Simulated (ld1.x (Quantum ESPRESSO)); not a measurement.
Values are calculated unless marked as measured or tabulated.
**Potentials for chlorine (Cl) compared**

Generated with ld1.x 7.5 (TM, RRKJ, ultrasoft, PAW), atompaw 4.2 or ONCVPSP 4.0.1. The cutoff is in Ry: for ld1.x and atompaw files where the sum of valence levels is converged to 10 mRy in a Bessel basis, for ONCV files where the hardest occupied wave has 1 mHa per electron of residual kinetic energy. The error is the largest all-electron minus pseudo excitation energy over each file’s own four to seven test configurations (ionisations up to +4, promotions, holes and added fractions of an electron), all of which were solved. The labels leave out finer settings (local radius, basis sizes, second energies), which also bear on the numbers. Spin-polarised tests are not counted. The rows are a selection from randomly drawn settings: files with unsolved tests, undetermined cutoffs or missed reference levels are left out.

```csv
potential,cutoff (Ry),largest error (meV),bound ghosts
"RRKJ, LDA (PZ), scalar-relativistic, rc 1.15/1.30 (sp), local s, core correction no, reference 3s2 3p5",60,+345,none
"PAW, BLYP, scalar-relativistic, rc 1.25/1.25/1.35 (spd), local smoothed, core correction yes, reference 3s1.5 3p5.5",21,-83,none
"RRKJ, PW91, scalar-relativistic, rc 1.25/1.00/1.05 (spd), local p, core correction yes, reference 3s2 3p5",120,+188,none
"TM, Wu–Cohen, scalar-relativistic, rc 1.40/1.35 (sp), local s, core correction no, reference 3s2 3p5",50,+256,none
"PAW, BLYP, scalar-relativistic, rc 1.25/1.45/1.45 (spd), local smoothed, core correction yes, reference 3s2 3p5",30,-86,none
```

(1) Fill in the row for Cl: TM, revPBE, non-relativistic, rc 1.05/1.15/1.15 (spd), local s, core correction yes, reference 3s2 3p5.

(2) Fill in the row for Cl: TM, PBEsol, scalar-relativistic, rc 1.20/1.10/0.90 (spd), local s, core correction yes, reference 3s2 3p5.

Answers

(1) cutoff 90 Ry, largest error +215 meV, bound ghosts: none.

(2) cutoff 90 Ry, largest error +173 meV, bound ghosts: none.
